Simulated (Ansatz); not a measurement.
# Molecular dynamics of C2H7BSi

Input:

```yaml
crystal:
  periodic: [false, false, false]
  atoms:
    - { symbol: B, position_ang: [-0.789812, 2.181288, 0.50928] }
    - { symbol: C, position_ang: [0.187959, 1.160617, 0.054316] }
    - { symbol: Si, position_ang: [-0.289404, -0.475249, 0.041004] }
    - { symbol: C, position_ang: [0.76098, -1.924135, -0.470011] }
    - { symbol: H, position_ang: [-0.516124, 3.320602, 0.551126] }
    - { symbol: H, position_ang: [-1.870007, 1.867138, 0.841881] }
    - { symbol: H, position_ang: [1.198698, 1.424529, -0.263932] }
    - { symbol: H, position_ang: [-1.619673, -0.851965, 0.462407] }
    - { symbol: H, position_ang: [0.270718, -2.50523, -1.260634] }
    - { symbol: H, position_ang: [0.929775, -2.601965, 0.376268] }
    - { symbol: H, position_ang: [1.736899, -1.59563, -0.841705] }
basis:
  gaussian: { orbitals: STO-3G }
hamiltonian:
  xc: pbe0
md:
  timestep: 0.5
  n_steps: 300
  ensemble: nve_milne
  temperature: 400.0
  initial_velocities: maxwell_boltzmann
  seed: 667834
  masses: [{ species: H, mass: 10.0 }]
```

Run as:

```bash
$ ansatz run input.yaml --threads 1 --pin off --max-ram 2048MiB --backend cpu --events-out ev --progress --plain --runs-dir out
```

It starts from a relaxed structure.

Output, in part (step lines, the closing report, with atoms numbered from 0):

```
md step     0: t =     0.00 fs  T =   400.0 K  F+E_penalty+E_count = -10608.49020057 eV  E_kin = 0.465336 eV  conserved = -10608.02486458 eV  (21 SCF iters)
md step     1: t =     0.50 fs  T =   397.8 K  F+E_penalty+E_count = -10608.48762077 eV  E_kin = 0.462772 eV  conserved = -10608.02484913 eV  (20 SCF iters)
md step     2: t =     1.00 fs  T =   391.6 K  F+E_penalty+E_count = -10608.48044496 eV  E_kin = 0.455579 eV  conserved = -10608.02486589 eV  (20 SCF iters)
md step     3: t =     1.50 fs  T =   381.9 K  F+E_penalty+E_count = -10608.46914214 eV  E_kin = 0.444273 eV  conserved = -10608.02486936 eV  (20 SCF iters)
md step     4: t =     2.00 fs  T =   369.2 K  F+E_penalty+E_count = -10608.45438344 eV  E_kin = 0.429517 eV  conserved = -10608.02486638 eV  (20 SCF iters)
md step     5: t =     2.50 fs  T =   354.3 K  F+E_penalty+E_count = -10608.43698429 eV  E_kin = 0.412118 eV  conserved = -10608.02486583 eV  (20 SCF iters)
md step     6: t =     3.00 fs  T =   337.8 K  F+E_penalty+E_count = -10608.41784302 eV  E_kin = 0.392974 eV  conserved = -10608.02486904 eV  (20 SCF iters)
md step     7: t =     3.50 fs  T =   320.6 K  F+E_penalty+E_count = -10608.39787905 eV  E_kin = 0.373012 eV  conserved = -10608.02486680 eV  (20 SCF iters)
[... lines left out ...]
md step   297: t =   148.50 fs  T =   243.7 K  F+E_penalty+E_count = -10608.30835976 eV  E_kin = 0.283490 eV  conserved = -10608.02486945 eV  (20 SCF iters)
md step   298: t =   149.00 fs  T =   242.9 K  F+E_penalty+E_count = -10608.30742463 eV  E_kin = 0.282556 eV  conserved = -10608.02486817 eV  (20 SCF iters)
md step   299: t =   149.50 fs  T =   240.6 K  F+E_penalty+E_count = -10608.30473141 eV  E_kin = 0.279862 eV  conserved = -10608.02486922 eV  (20 SCF iters)
md step   300: t =   150.00 fs  T =   236.8 K  F+E_penalty+E_count = -10608.30033387 eV  E_kin = 0.275464 eV  conserved = -10608.02486945 eV  (22 SCF iters)
Total energy: -10608.30035195 eV, -389.8478473700 hartree
Atom 0 at    -0.778911     2.233085     0.451968 Å, force     0.773206     0.399062    -0.054131 eV/Å
Atom 1 at     0.094792     1.157545    -0.045288 Å, force    -0.401825    -0.518228     0.307831 eV/Å
Atom 2 at    -0.351665    -0.490887     0.122863 Å, force     1.090936    -1.095052    -0.371469 eV/Å
Atom 3 at     0.806432    -1.917700    -0.455505 Å, force    -0.658039     0.573594     0.461845 eV/Å
Atom 4 at    -0.422679     3.353536     0.467246 Å, force    -0.140726    -0.103133    -0.059294 eV/Å
Atom 5 at    -1.795617     1.961971     0.886326 Å, force    -1.139443    -0.068769     0.407099 eV/Å
Atom 6 at     1.082338     1.384029    -0.416502 Å, force     0.501266    -0.085413    -0.380164 eV/Å
Atom 7 at    -1.574819    -1.044749     0.704660 Å, force     0.209255     0.508054    -0.182248 eV/Å
Atom 8 at     0.525324    -2.185433    -1.474558 Å, force    -0.256928    -0.192699    -0.266231 eV/Å
Atom 9 at     0.675280    -2.833430     0.171255 Å, force     0.417236     0.827018    -0.395469 eV/Å
Atom 10 at     1.860845    -1.594556    -0.538751 Å, force    -0.394938    -0.244432     0.532232 eV/Å
Dipole moment:     0.102172    -0.757275    -0.098049 e Å
```

The steps, from the saved trajectory:

```tsv
time (fs)	T (K)	potential energy less start (eV)	conserved less start (meV/atom)
0.0	400	0.000	0.00
5.0	272	0.149	0.00
10.0	217	0.213	0.00
15.0	126	0.319	0.00
20.0	158	0.282	0.00
25.0	188	0.246	0.00
30.0	226	0.203	0.00
35.0	275	0.145	0.00
40.0	251	0.173	0.00
45.0	211	0.220	0.00
50.0	154	0.286	0.00
55.0	157	0.283	0.00
60.0	175	0.261	0.00
65.0	210	0.221	0.00
70.0	173	0.264	0.00
75.0	236	0.190	0.00
80.0	225	0.204	0.00
85.0	204	0.228	0.00
90.0	152	0.288	0.00
95.0	143	0.299	0.00
100.0	171	0.267	0.00
105.0	215	0.215	0.00
110.0	209	0.222	0.00
115.0	233	0.195	0.00
120.0	209	0.223	0.00
125.0	159	0.280	0.00
130.0	142	0.300	0.00
135.0	191	0.243	0.00
140.0	264	0.158	0.00
145.0	227	0.201	0.00
150.0	237	0.190	0.00
```

All steps were run. The conserved energy stayed within 0.0015 meV per atom of its start (net change -0.00036 meV per atom), so the integration is sound. The temperature averaged 0.50 of the 400 K drawn at the start: a run that starts near a minimum puts about half its kinetic energy into the potential. A run of 0.15 ps of so small a system gives no equilibrium averages. Limits of this set-up: minimal basis.

The same pairs are bonded in the first frame and the last. Pairs count as bonded within 1.25 times the sum of covalent radii (0.12 Å more for H–H).

Last frame:

```xyz
11
Properties=species:S:1:pos:R:3
B -0.779 2.233 0.452
C 0.095 1.157 -0.045
Si -0.352 -0.491 0.123
C 0.806 -1.918 -0.456
H -0.423 3.353 0.467
H -1.796 1.962 0.886
H 1.082 1.384 -0.416
H -1.575 -1.045 0.705
H 0.525 -2.185 -1.475
H 0.675 -2.833 0.171
H 1.861 -1.595 -0.539
```

Run time: 7.9 min on 1 thread of Arm Neoverse V1 (shared host), peak memory 0.09 GiB.
